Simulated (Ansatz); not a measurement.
`[F][Ga]([SH])[SH]` + H₂Se → `[F][Ga]([SH])[SeH]` + H₂S  (ligand exchange at a Ga–S bond)

Gas-phase electronic energies from Ansatz, PBE0-D4/def2-TZVP geometries. CBS: MP2 limit from def2 TZ/QZ plus the TZ coupled-cluster correction, frozen cores. This one scheme is used for every species. Functionals use def2-TZVPP. HSE06 is defined as in plane-wave codes. For Ga, Se outer-core shells are correlated without core-valence functions, which leaves a few kJ/mol of doubt a bond. Scalar relativity is left out up to krypton. One conformer a species, not always the lowest.

```tsv
level	ΔE (kcal/mol)	difference from CCSD(T)/CBS
LDA (SPW92)	-3.1	0.7
PBE-D4	-3.5	0.3
BLYP-D4	-3.6	0.2
PBE0-D4	-3.6	0.2
r2SCAN0-D4	-3.5	0.3
BHLYP-D4	-4.0	-0.2
ωB97X-V	-3.2	0.6
B2PLYP	-3.6	0.2
PBE-QIDH	-3.7	0.1
revPBE	-3.4	0.4
HSE06	-3.5	0.3
MP2/def2-SVP	-3.1	0.7
CCSD/def2-SVP	-2.8	1.0
CCSD(T)/def2-SVP	-2.7	1.1
MP2/def2-TZVPP	-3.9	-0.1
MP2/CBS(def2)	-4.0	-0.2
CCSD(T)/CBS	-3.8	0
```

Problem. What do rigid-rotor, harmonic-oscillator terms from PBE0-D4/def2-TZVP frequencies (298.15 K, 1 bar) make of the CCSD(T)/CBS value? (An estimate is asked.)

Solution. Computed: ΔZPE = +0.2 kcal/mol, ΔH = -3.4 kcal/mol, ΔS = 0 J/(mol·K), ΔG = -3.4 kcal/mol.

Largest T1 diagnostic among the species: 0.013.

At CCSD(T), def2-SVP lies +1.1 kcal/mol from the extrapolated value and def2-TZVPP +0.2 kcal/mol. Leaving LDA and LC-ωPBE aside and taking each functional with its dispersion term where it has one, the values, not all of them listed here, spread over 1.6 kcal/mol, from BHLYP-D4 to B97M-V.
